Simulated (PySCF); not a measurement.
(E)-1-bromo-2-chloro-1-fluoroethene (C2HBrClF), SMILES C(=C\Cl)(/Br)F.

Coordinates come from a ωB97X-D3(BJ)/def2-SVP optimisation.

Level of theory: PySCF with SMD-M06-2X/def2-SVP.

Solvation free energies are E(SMD) − E(gas) at the gas-phase geometry, for 1 M in both phases. Bromine has the revised SMD18 radius of 2.60 Å. In vacuum the dipole moment is 1.41 D.

```tsv
solvent	ΔG(solv) (kcal/mol)	its non-electrostatic (CDS) part	dipole (D)
water	0.4	2.4	1.82
ethanol	-3.3	-1.4	1.80
n-hexane	-3.0	-2.3	1.54
```
